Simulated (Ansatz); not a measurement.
Compare A (`CC(C)C(=O)C(C)(C)C`) with its isomer B (`CCCCCCCC=O`).

Computed with Ansatz on PBE0-D4/def2-TZVP structures; ΔE is electronic, products minus reactants. CCSD(T)/CBS is the MP2 limit (def2-TZVPP, def2-QZVPP) plus CCSD(T) − MP2 in def2-TZVPP, frozen cores. DFT in def2-TZVPP. B3LYP here is the variant with VWN-RPA as its local correlation; programs differ in this. Each species was taken in one conformer, which may not be the lowest.

(1) Which is lower in electronic energy at CCSD(T)/CBS, and by how much? (Best estimate.)

(2) Give E(B) − E(A) in kcal/mol with MP2/def2-TZVPP, r2SCAN-D4, PBE-D4, CCSD/def2-TZVPP, B3LYP-D4, PBE0-D4, B3LYP. (Best estimate.)

Largest T1 diagnostic: 0.011.

Results:

(1) The calculation gave: A, by 11.3 kcal/mol.

(2) Computed: MP2/def2-TZVPP 13.2, r2SCAN-D4 11.3, PBE-D4 9.8, CCSD/def2-TZVPP 10.3, B3LYP-D4 10.2, PBE0-D4 9.9, B3LYP 6.3. None reverses the order clearly.

The D4 term adds +3.9 kcal/mol with B3LYP and +2.2 kcal/mol with PBE0; it sums over pairs of atoms, weighted by their polarisabilities, and B3LYP, whose exchange is more repulsive, gets the larger term. In def2-TZVPP, CCSD(T) changes the Hartree–Fock value by +6.5 kcal/mol (the triples alone add +1.3 kcal/mol) and MP2 by +8.0 kcal/mol.
